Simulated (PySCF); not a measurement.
C5H7Cl, SMILES C#C[C@@H](C)CCl.

Geometry optimised at B3LYP-D3(BJ)/def2-SVP. The structure was generated by enumeration; whether it is a known compound was not checked. One conformer was computed; it need not be the lowest.

Two levels are set side by side: PBE/def2-TZVP (PySCF) and CAM-B3LYP/def2-TZVP (PySCF). Same geometry, gas phase. Differences are taken from unrounded values.

```tsv
quantity	CAM-B3LYP
orbital gap (eV)	10.66
highest occupied level (eV)	-9.35
lowest empty level (eV)	1.31
dipole moment (D)	1.42
mean polarisability (bohr³)	69.6
```

### Question
What does PBE give, and how far is it from CAM-B3LYP? (An estimate is asked for; the answer gives what the named calculation found.)

### Answer

```
quantity                       PBE  PBE minus CAM-B3LYP
---------------------------  -----  -------------------
orbital gap (eV)              5.88                -4.78
highest occupied level (eV)  -6.75                 2.60
lowest empty level (eV)      -0.87                -2.18
dipole moment (D)             1.30                -0.12
mean polarisability (bohr³)   72.6                  2.9
```

PBE's occupied levels lie high since its potential decays too fast outside the molecule; exact exchange lowers them and widens the gap. Loosely held outer electrons make PBE densities more polarisable. Differences between two approximate levels are no errors against the true value.

Rough cost on one machine, each run with all the roots and properties that it gave: CAM-B3LYP against PBE within a factor of 2.
